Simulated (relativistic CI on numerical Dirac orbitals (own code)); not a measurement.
Computed by Dirac-Coulomb-Breit CI, orbitals from a KLI potential per configuration, model QED (radiative potential, 1s self-energy scaled to tabulated hydrogen-like ionisation energies), unscaled Slater integrals (own radial code, finite nucleus).

Configuration list (outside the closed core 1s2): 2s2.2p5, 2s.2p6, 2p6.3s, 2p6.3p, 2p6.3d, 2s2.2p4.3s, 2s2.2p4.3p, 2s2.2p4.3d, 2s.2p5.3s, 2s.2p5.3p, 2s.2p5.3d, 2s2.2p4.4s, 2s2.2p4.4p, 2s2.2p4.4d, 2s2.2p4.4f, 2s.2p5.4s, 2s.2p5.4p, 2s.2p5.4d, 2s.2p5.4f, 2s2.2p3.3s2, 2s2.2p4.5s, 2s2.2p4.5p, 2s2.2p3.3s.3p, 2s2.2p4.5d, 2s2.2p4.5f, 2s2.2p4.5g, 2s2.2p3.3p2, 2s2.2p3.3s.3d, 2s2.2p3.3p.3d, 2s.2p4.3s2, 2s2.2p3.3d2, 2s.2p4.3s.3p, 2s.2p5.5s, 2s.2p5.5p, 2s.2p4.3p2, 2s.2p4.3s.3d. Levels of other configurations are missing.

At this charge energies of transitions that change n are usually good to better than 1 %, and those within a shell (Δn = 0) to a few per cent.

Outline of the computed level scheme of Kr XXVIII. Lowest level of each configuration: 2s2.2p5 2P°_3/2 at 0.00 eV; 2s.2p6 2S_1/2 at 237.58 eV; 2s2.2p4.3s 4P_5/2 at 1717.99 eV; 2s2.2p4.3p 4P°_3/2 at 1767.10 eV; 2s2.2p4.3d 4D_5/2 at 1842.03 eV.

Some strong electric-dipole decays among the lowest 45 levels: 2s2.2p4.3d 2D_5/2 → 2s2.2p5 2P°_3/2 (4.0e+13 s⁻¹); 2s2.2p4.3d 2D_5/2 → 2s2.2p5 2P°_3/2 (3.0e+13 s⁻¹); 2s2.2p4.3d 4P_1/2 → 2s2.2p5 2P°_3/2 (2.8e+13 s⁻¹); 2s2.2p4.3d 2D_3/2 → 2s2.2p5 2P°_3/2 (2.8e+13 s⁻¹); 2s2.2p4.3d 2D_3/2 → 2s2.2p5 2P°_3/2 (2.4e+13 s⁻¹); 2s2.2p4.3d 4F_5/2 → 2s2.2p5 2P°_3/2 (1.9e+13 s⁻¹); 2s2.2p4.3s 2P_3/2 → 2s2.2p5 2P°_3/2 (9.0e+12 s⁻¹); 2s2.2p4.3s 2D_3/2 → 2s2.2p5 2P°_1/2 (6.1e+12 s⁻¹).

LS names give the leading component of a level, which can be under half, so a name can repeat, a term be missing and a line seem to break the LS rules.
